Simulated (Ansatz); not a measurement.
Consider the formal exchange of groups at a C–C bond: `C[SiH2]CCCl` + CH₄ → `CC[SiH2]C` + `CCl`.

Isolated molecules relaxed with PBE0-D4/def2-TZVP in Ansatz; ΔE leaves out vibrations. CBS: MP2 limit from def2 TZ/QZ plus the TZ coupled-cluster correction, frozen cores. This one scheme is used for every species. Functionals use def2-TZVPP. B3LYP here is the variant with VWN-RPA as its local correlation; programs differ in this. Each species was taken in one conformer, which may not be the lowest.

`C[SiH2]CCCl`:

Cartesian coordinates in Å:
```
C 0.573 -0.088 1.912
Si 0.300 1.071 0.470
C 0.207 0.140 -1.169
C -0.934 -0.842 -1.227
Cl -1.010 -1.707 -2.798
H 1.488 -0.670 1.778
H 0.666 0.473 2.845
H -0.260 -0.786 2.027
H 1.417 2.052 0.380
H -0.968 1.830 0.667
H 0.110 0.874 -1.975
H 1.158 -0.379 -1.329
H -0.846 -1.619 -0.468
H -1.900 -0.351 -1.111
```

CH₄:

Cartesian coordinates in Å:
```
C 0.000 0.000 0.000
H 1.030 0.050 -0.351
H -0.442 -0.948 -0.305
H -0.571 0.822 -0.431
H -0.018 0.076 1.087
```

`CC[SiH2]C`:

```xyz
14

C     1.529   -0.346    0.919
C     0.389   -1.137    0.284
Si   -0.584   -0.172   -1.000
C    -1.369    1.363   -0.269
H     1.160    0.538    1.445
H     2.084   -0.947    1.644
H     2.242   -0.001    0.165
H    -0.310   -1.484    1.054
H     0.776   -2.042   -0.197
H     0.332    0.224   -2.110
H    -1.644   -1.046   -1.581
H    -2.051    1.102    0.544
H    -1.941    1.906   -1.026
H    -0.612    2.043    0.128
```

`CCl`:

```xyz
5

C     0.089   -0.051    0.104
Cl   -0.994    0.566   -1.157
H    -0.514   -0.436    0.922
H     0.719    0.765    0.451
H     0.700   -0.844   -0.320
```

```tsv
level	ΔE (kJ/mol)	difference from CCSD(T)/CBS
PBE-D4	20.7	0.7
PBE0-D4	19.3	-0.7
B3LYP-D4	20.1	0.1
ωB97M-V	19.3	-0.7
B2PLYP	18.8	-1.2
PBE	18.7	-1.3
PBE0	17.4	-2.6
B3LYP	17.0	-3.0
MP2/def2-TZVPP	21.8	1.8
SCS-MP2/def2-TZVPP	19.3	-0.7
CCSD/def2-TZVPP	17.8	-2.2
CCSD(T)/def2-TZVPP	19.6	-0.4
HF/def2-QZVPP	13.0	-7.0
MP2/def2-QZVPP	22.0	2.0
SCS-MP2/def2-QZVPP	19.4	-0.6
HF/CBS(def2)	13.0	-7.0
CCSD(T)/CBS	20.0	0
```

Largest T1 diagnostic among the species: 0.010.

In def2-TZVPP, CCSD(T) changes the Hartree–Fock value by +6.4 kJ/mol (the triples alone add +1.8 kJ/mol) and MP2 by +8.6 kJ/mol. The D4 term adds +3.1 kJ/mol with B3LYP and +1.9 kJ/mol with PBE0; it sums over pairs of atoms, weighted by their polarisabilities, and B3LYP, whose exchange is more repulsive, gets the larger term.
